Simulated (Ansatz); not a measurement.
Program: Ansatz 0.2.0.

A structure relaxed at PBE0-D4/def2-TZVP, charge 0, multiplicity 1:

```csv
atom,x (Å),y (Å),z (Å)
N1,-0.092,0.464,1.551
B2,0.253,0.778,0.246
F3,0.762,1.990,-0.026
Si4,0.003,-0.565,-1.253
Cl5,-0.809,-2.288,-0.424
H6,-0.476,-0.433,1.798
H7,0.019,1.105,2.320
H8,-0.937,-0.099,-2.304
H9,1.278,-0.953,-1.908
```

Q: Give its formula and SMILES.

A: BClFH4NSi, `NB(F)[SiH2]Cl`.

Q: Point group (tolerance 0.08 Å, 0.16 Å for H)?

A: Cs.

Q: Summarise the bond lengths by kind.

A: 1 × B–N 1.386 Å; 2 × H–N 1.006 to 1.008 Å; 1 × B–F 1.342 Å; 1 × B–Si 2.028 Å; 1 × Cl–Si 2.077 Å; 2 × H–Si 1.485 Å.
